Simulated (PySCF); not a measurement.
Species: C3H10GeSi2.
Cartesian coordinates in Å at the PBE0-D3(BJ)/def2-SVP level; atoms count from 1:
```
atom  x, y, z in Å
C1     2.9756    1.4784   -0.3752
C2     2.1128    0.3160   -0.2718
C3     1.3956   -0.6657   -0.1840
Ge4    0.1336   -2.0757   -0.0561
Si5   -2.0010   -1.0590   -0.3753
Si6   -2.1149    0.8342    1.0022
H7     3.8220    1.4072    0.3258
H8     2.4222    2.4023   -0.1443
H9     3.3863    1.5762   -1.3924
H10    0.4539   -3.1502   -1.1116
H11    0.2336   -2.7063    1.3461
H12   -2.1515   -0.6552   -1.8088
H13   -3.0957   -2.0230   -0.0354
H14   -3.4310    1.5299    0.8544
H15   -1.9463    0.4227    2.4304
H16   -1.0203    1.7839    0.6377
```

The closed-shell ground state was solved at several levels (PySCF, density fitting, gas phase). Relativistic effects, spin–orbit coupling among them, are left out although an element past zinc is present.

```tsv
level	basis functions	HOMO (eV)	LUMO (eV)	gap (eV)	dipole (D)
CAM-B3LYP/def2-SVPD	226	-8.55	0.73	9.28	1.05
mPW1PW91/pcSseg-1	190	-7.37	-0.13	7.24	1.13
```

Task: Estimate the row for PBE0/pcSseg-1, a basis of 190 functions; the other rows only guide the guess.

Result: HOMO -7.35 eV, LUMO -0.13 eV, gap 7.22 eV, dipole 1.14 D.

Task: Over all these levels, which gives the widest orbital gap and which the narrowest?

Result: CAM-B3LYP/def2-SVPD (range-separated hybrid) has the widest, 9.28 eV, and PBE0/pcSseg-1 (global hybrid, 25 % exact exchange) the narrowest, 7.22 eV. Functional and basis both differ between the two, so the spread mixes both effects.

Task: How far do the dipole and the HOMO energy spread over the levels?

Result: The dipole runs from 1.05 to 1.14 D (mean 1.11 D) and the HOMO from -8.55 to -7.35 eV.

One conformer stands for the species.
